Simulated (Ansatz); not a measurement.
The cluster HgS₂⁻, relaxed as a doublet with UKS PBE-D4/def2-TZVPD in Ansatz, starting from the GFN1-xTB geometry. Force threshold 0.02 eV/Å.

In the def2 sets Hg takes a core potential; there is no spin–orbit coupling. The structure comes from a short search, and lower isomers may exist.

Start:

```xyz
3

Hg    0.000    0.000    0.000
S     1.315   -1.882    0.565
S    -1.315    1.882   -0.565
```

```tsv
step	energy (eV)	largest force component (eV/Å)	SCF passes
1	-25842.3666	0.629	22
2	-25842.4200	0.049	21
3	-25842.4203	0.002	21
```

Force components are those of the run's own axes.

End:

Cartesian coordinates in Å:
```
Hg 0.0000 0.0000 0.0000
S 1.2778 -1.8286 0.5489
S -1.2778 1.8286 -0.5489
```

By distances, no bond broke or formed. The bond that changes most is Hg1–S3, from 2.36 to 2.30 Å (atoms count from 1).

No frequencies were taken in this run, so the end may be a saddle point.

Hardware: 4 threads of Arm Neoverse V1 on a shared host. Wall time 4.4 s.
